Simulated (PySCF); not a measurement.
## Which determinant of RbSi lies lowest?

Unrestricted PBE0; PySCF, scalar-relativistic core potentials, basis sets Rb def2-SVPD with ECP28, Si def2-SVPD. Outer shells of the fragments: Rb 5s1; Si 3s2 3p2.

Followed along the bond (rough minima from three points):

```csv
2Ms+1,unpaired,⟨S²⟩ at the start,R at minimum (Å),Te (eV)
4,"σ ↑, π ↑↑",3.75,3.22,0.00
2,"σ ↓, π ↑↑",1.77,3.25,0.45
2,"σ ↑, π ↑↓",1.77,3.24,0.48
2,σ ↑,0.76,3.24,1.35
2,π ↑,0.78,none in the scan,≤ 0.83
```

Solutions found at the starting distance of 3.175 Å, counted from the lowest of them; the search is not exhaustive and high or unbound solutions are not listed, so other states can lie among these:

```csv
2Ms+1,unpaired,term,E (eV),⟨S²⟩,⟨Lz²⟩,μ (D)
4,"σ ↑, π ↑↑",⁴Σ⁻,0.00,3.75,0.00,-9.80
2,"σ ↓, π ↑↑",mixed,0.46,1.77,0.00,-9.20
2,"σ ↑, π ↑↓",mixed,0.48,1.77,2.03,-9.56
2,π ↑,²Π,0.92,0.78,1.01,-7.00
2,σ ↑,mixed,1.35,0.76,2.00,-9.53
2,π ↑,²Π,1.66,0.76,1.02,-10.52
```

A term symbol is given only where ⟨S²⟩ and ⟨Lz²⟩ are close to those of a pure state; real π, δ and φ orbitals otherwise mix terms. A positive dipole means Rb(−)Si(+).

Spin–orbit coupling is left out.
